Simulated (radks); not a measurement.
Results of a calculation; reference values are marked as such.
Radial electron density D(r) = 4 pi r^2 rho(r) of an atom or ion with 18 electrons. Level of theory: non-relativistic Kohn-Sham, BLYP, spin-unpolarised, spherical densities, point nucleus (a radial shooting solver on a logarithmic mesh with Libxc functionals).

r (bohr),D(r) (e/bohr)
0.009409,3.049
0.01196,4.496
0.01533,6.541
0.01949,9.107
0.02477,12.18
0.03174,15.61
0.04036,18.61
0.05171,20.57
0.06574,20.67
0.08357,18.90
0.1071,16.17
0.1361,14.59
0.1731,15.59
0.2218,18.79
0.2819,21.02
0.3613,19.21
0.4593,13.51
0.5839,7.475
0.7482,4.578
0.9512,4.987
1.219,5.757
1.55,4.915
1.97,3.039
2.524,1.341
3.209,0.4458
4.079,0.1055
5.228,0.01508

What is the nuclear charge?

Answer. Z = 18. The innermost maximum, from 1s, lies near 1/Z = 0.0556 bohr (found: 0.0592), and its height grows with Z. The density is that of neutral argon in [Ar]; the configuration itself is not fixed sharply by these data, and Z only to about a unit. D(r) has 3 maxima, at r = 0.0592, 0.291, 1.22 bohr, and minima at 0.141, 0.798 bohr, inside which lie 2.16, 10.35 electrons.
